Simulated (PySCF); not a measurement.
SiHF, SMILES [SiH]F (connectivity only; charge and spin as stated), neutral, multiplicity 1.

Geometry: PBE0-D3(BJ)/def2-TZVPD. The isomer is the one that the SMILES or the coordinates give; other isomers of the formula were not compared.

All values below come from PySCF with PBE/def2-TZVPD.

Gas-phase values at a fixed geometry.

Problem. Estimate the frontier levels, gap, dipole moment and polarisability. (Estimate from the structure and the level; the computed values follow.)

Solution. 
- highest occupied level: -5.89 eV
- lowest empty level: -3.58 eV
- orbital gap: 2.31 eV
- dipole moment: 0.179 e·Å
- quadrupole, principal values (traceless, Buckingham form, about the centre of nuclear charge): -3.28, -0.90, 4.18 D·Å
- mean static polarisability: 33.7 bohr³ (4.99 Å³)
- polarisability, principal values: 31.0, 31.7, 38.3 bohr³
